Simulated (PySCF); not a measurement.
**Cost of response and excited-state runs on `InChI=1S/C5H7FO3/c1-3-4(6)2-8-5(7)9-3/h3-4H,2H2,1H3/t3-,4-/m0/s1`**

Molfile (atoms numbered from 1):
```
C5H7FO3
     RDKit          3D

 16 16  0  0  0  0  0  0  0  0999 V2000
   -1.3082   -1.1437    0.1189 C   0  0  0  0  0  0  0  0  0  0  0  0
   -0.4235   -0.3554   -0.8432 C   0  0  2  0  0  0  0  0  0  0  0  0
    0.8693   -0.9448   -0.9536 O   0  0  0  0  0  0  0  0  0  0  0  0
    1.8310   -0.6938   -0.0561 C   0  0  0  0  0  0  0  0  0  0  0  0
    2.8460   -1.3154   -0.0720 O   0  0  0  0  0  0  0  0  0  0  0  0
    1.6619    0.2812    0.8492 O   0  0  0  0  0  0  0  0  0  0  0  0
    0.5336    1.1408    0.8826 C   0  0  0  0  0  0  0  0  0  0  0  0
   -0.2347    1.1107   -0.4335 C   0  0  2  0  0  0  0  0  0  0  0  0
   -1.4478    1.7295   -0.2718 F   0  0  0  0  0  0  0  0  0  0  0  0
   -0.8169   -1.2847    1.0788 H   0  0  0  0  0  0  0  0  0  0  0  0
   -1.5128   -2.1234   -0.3033 H   0  0  0  0  0  0  0  0  0  0  0  0
   -2.2464   -0.6158    0.2671 H   0  0  0  0  0  0  0  0  0  0  0  0
   -0.8445   -0.4080   -1.8534 H   0  0  0  0  0  0  0  0  0  0  0  0
    0.9151    2.1424    1.1017 H   0  0  0  0  0  0  0  0  0  0  0  0
   -0.1305    0.8343    1.6996 H   0  0  0  0  0  0  0  0  0  0  0  0
    0.3010    1.6550   -1.2223 H   0  0  0  0  0  0  0  0  0  0  0  0
  1  2  1  0
  2  3  1  0
  3  4  1  0
  4  5  2  0
  4  6  1  0
  6  7  1  0
  7  8  1  0
  8  9  1  0
  8  2  1  0
  1 10  1  0
  1 11  1  0
  1 12  1  0
  2 13  1  6
  7 14  1  0
  7 15  1  0
  8 16  1  6
M  END
```

PySCF with density fitting, on 1 thread of an Arm Neoverse V1, shared host. Command: `OMP_NUM_THREADS=1 python excited_run.py task.json out`

(1) How long does each of these runs take, and how much memory?
- circular dichroism and optical rotation, BHandHLYP/3-21G; 20 states; Tamm-Dancoff; wavelengths [1340] nm; grid level 4
- circular dichroism and optical rotation, HCTH407/def2-SVPD; 12 states; Tamm-Dancoff
- circular dichroism and optical rotation, BHandHLYP/6-31++G**; 12 states; IEF-PCM dimethylsulfoxide
- circular dichroism and optical rotation, BHandHLYP/def2-SVPD; 12 states; writes grids
- circular dichroism and optical rotation, BHandHLYP/def2-SVPD; 2 states; wavelengths [633] nm
- circular dichroism and optical rotation, X3LYP/def2-SVPD; 12 states; wavelengths [1340, 1064, 694.3, 532] nm

Answers

(1) 
| run | level | basis functions | wall time | peak memory (GiB) |
| --- | --- | --- | --- | --- |
| circular dichroism and optical rotation | BHandHLYP/3-21G | 95 | 18 s | 0.62 |
| circular dichroism and optical rotation | HCTH407/def2-SVPD | 248 | 55 s | 0.69 |
| circular dichroism and optical rotation | BHandHLYP/6-31++G** | 204 | 81 s | 0.99 |
| circular dichroism and optical rotation | BHandHLYP/def2-SVPD | 248 | 110 s | 1 |
| circular dichroism and optical rotation | BHandHLYP/def2-SVPD | 248 | 64 s | 1.1 |
| circular dichroism and optical rotation | X3LYP/def2-SVPD | 248 | 92 s | 0.99 |

Times from a shared host are rough.
